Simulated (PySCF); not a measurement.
Compound: CdMeI, CH3CdI (singlet state).
Geometry (PBE0-D3(BJ)/def2-SVP, Å), atoms numbered from 1 in this order:
```xyz
6
CH3CdI angstrom
Cd    -0.0077    0.0103   -1.1578
C      0.0023    0.0018    0.9513
H     -0.4495    0.9279    1.3342
H      1.0359   -0.0714    1.3181
H     -0.5721   -0.8583    1.3235
I     -0.0088   -0.0103   -3.7693
```

Computed with PySCF, TDDFT B3LYP/def2-SVPD, vertical, gas phase, core orbitals frozen in the response, def2 core potentials past Kr. Spin–orbit coupling is left out.

Transition dipole moments from the ground state, in atomic units and in the frame of the coordinates above (overall signs are arbitrary), for the states with f of 0.002 or more among the lowest 9:

```tsv
state	E (eV)	μx	μy	μz
S1	4.767	0.396	0.129	-0.001
S2	4.767	-0.129	0.396	0.002
S6	5.591	-0.001	-0.001	-0.273
S7	6.013	0.066	-0.186	0.061
S8	6.014	0.186	0.066	-0.002
S9	6.508	0.007	0.004	2.612
```

(1) What oscillator strength does each state have?

(2) What angle do the transition dipoles of S6 and S9 make?

(3) How is the summed strength of these states shared among x, y and z?

(4) What peak molar absorption coefficient would the strongest computed level give as a lone Gaussian band 0.4 eV wide at half height?

## Answers

(1) f = (2/3) ΔE |μ|² with ΔE in hartree (27.2114 eV).

```tsv
state	|μ|² (au)	|μ| (D)	f
S1	0.173	1.06	0.020
S2	0.173	1.06	0.020
S6	0.074	0.69	0.010
S7	0.043	0.53	0.006
S8	0.039	0.50	0.006
S9	6.825	6.64	1.088
```

(2) |cos θ| = |μa·μb| / (|μa| |μb|) = 1.00, so θ ≈ 0° (taken between 0 and 90°, since the signs are arbitrary).

(3) (2/3) Σ ΔE μα² gives 0.026 for x, 0.026 for y and 1.099 for z, 1.151 in all.

(4) ε(max) = 2.175×10⁸ f / FWHM, with the width in cm⁻¹. S9: 2.175×10⁸ × 1.0883 / 3226 ≈ 73000 L mol⁻¹ cm⁻¹.

S1/S2 and S7/S8 coincide within about 0.01 eV; within a degenerate level the directions of the single components are arbitrary.

All these states lie below the vertical ionisation energy of 9.53 eV (ΔSCF).
